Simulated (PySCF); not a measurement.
# Tl²⁺ (thallium, charge +2) across methods

[Xe] 4f14 5d10 6s1, 2S determinant. Calculation: PySCF 2.14, in def2-TZVPPD with the def2 core potential (60 electrons); scalar relativity through the core potential.

| method | E (hartree) | mean ε 5d α (eV) | mean ε 5d β (eV) | mean ε 6s α (eV) | Σ⟨r²⟩ (bohr²) | ⟨S²⟩ |
| --- | --- | --- | --- | --- | --- | --- |
| UHF | -170.65612 | -40.626 | -40.221 | -28.407 | 36.46 | 0.751 |
| PBE | -171.5822 | -33.380 | -33.015 | -25.748 | 36.54 | 0.750 |
| BLYP | -171.5346 | -33.222 | -32.909 | -25.694 | 36.63 | 0.750 |
| r2SCAN | -171.6294 | -33.920 | -33.465 | -26.023 | 36.30 | 0.752 |
| revPBE | -171.6422 | -33.327 | -32.956 | -25.642 | 36.49 | 0.751 |
| PBE0 | -171.5567 | -35.464 | -35.087 | -26.634 | 36.43 | 0.751 |
| TPSSh | -171.5067 | -34.211 | -33.816 | -25.966 | 36.46 | 0.751 |
| HSE06 | -171.5533 | -35.039 | -34.672 | -26.244 | 36.44 | 0.751 |

**Question.** Estimate the same row for LDA.

**Answer.** E (hartree) = -171.2814; mean ε 5d α (eV) = -33.520; mean ε 5d β (eV) = -33.190; mean ε 6s α (eV) = -26.161; Σ⟨r²⟩ (bohr²) = 36.68; ⟨S²⟩ = 0.750.

Energies and moments cover only the electrons outside the core potential. Spin-orbit coupling, which splits the p, d and f shells strongly at this Z, is absent.
